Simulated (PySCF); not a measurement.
Simulation results for B₂ClFH₃

Calculation on a computer-drawn molecule: the log of a Hartree-Fock and frozen-core CCSD(T) single point meant for a local Hartree-Fock minimum, with one planted fault or none, to be diagnosed. Offsets are logged minus clean, where the clean run is the same molecule without the fault. The reference is restricted for singlets and unrestricted otherwise, and also for a bond in bohr or an excited solution. Adding or removing an electron swaps singlet and doublet. The excited solution moves the top pair (singlet) or top alpha electron (doublet) to the lowest empty orbital. Highest occupied and lowest empty are orbital energies over both spins, largest force is the largest gradient component, triples share is (T) over the correlation energy, the T1 limit is 0.02 restricted and 0.045 unrestricted, electrons count all cores, a negative frequency is imaginary (commonest isotopes), and the dipole is about the centre of nuclear charge. Program: PySCF 2.14.0.

## B₂ClFH₃

Logged structure:
```xyz
7
B2ClFH3
B      0.8433    -0.5260     0.2972
B     -0.8344    -0.8293     0.3288
F     -1.7280    -0.5679    -0.6515
Cl    -1.7880    -1.5011     1.7923
H      0.9512     0.6463     0.7144
H      1.2594    -0.5760    -0.8701
H      1.4760    -1.2823     1.0393
```

```
meant charge                         : -1
meant multiplicity                   : 1
meant basis                          : aug-cc-pV(D+d)Z
logged electrons                     : 40
logged basis functions               : 128
logged SCF converged                 : yes
logged spin squared                  : 2.0147
logged highest occupied              : -1.1091 eV
logged lowest empty                  : 3.6744 eV
logged largest force                 : 0.096617 hartree/bohr
logged T1 diagnostic                 : 0.020923
logged D1 diagnostic                 : 0.092411
logged triples share                 : 0.029213
logged CC converged                  : yes
logged dipole magnitude              : 2.3806 debye
logged SCF stable within its kind    : yes
logged energy HF                     : -610.02318 hartree
logged energy CCSD(T)                : -610.6261 hartree
possible faults                      : no fault, one electron removed, one electron added, multiplicity raised by two, geometry at a saddle point, SCF held on an excited solution, minimal basis STO-3G, one bond length entered in bohr, all coordinates scaled
planted fault                        : multiplicity raised by two
HF energy offset from clean run      : 97.58 kcal/mol
CCSD(T) energy offset from clean run : 108.3 kcal/mol
```

Drawn bonds:
```
atom  other atom  order
   1           2      1
   2           3      1
   2           4      1
   1           5      1
   1           6      1
   1           7      1
```
